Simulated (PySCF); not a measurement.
Sn(I)(Me), SMILES [CH3][Sn][I], singlet (CAM-B3LYP/def2-SVP optimised geometry):

```
6

Sn    -0.755    -1.308     0.000
I      2.005    -1.308     0.000
C     -0.949     0.878     0.000
H     -2.005     1.185     0.040
H     -0.489     1.293    -0.911
H     -0.414     1.308     0.862
```

Calculation: CAM-B3LYP/def2-TZVP, def2 effective core potentials past Kr run with PySCF 2.14.0.

Task: What are the frontier orbital energies and the dipole moment?

Result: HOMO-2 -8.71 eV, HOMO-1 -8.69 eV, HOMO -7.74 eV, LUMO -2.00 eV, LUMO+1 -0.11 eV; dipole moment 3.00 D.

On the same geometry PBE/def2-TZVP, def2 effective core potentials past Kr run with PySCF gives HOMO-2 -6.49 eV, HOMO-1 -6.43 eV, HOMO -5.57 eV, LUMO -3.55 eV, LUMO+1 -1.63 eV; dipole moment 2.60 D.
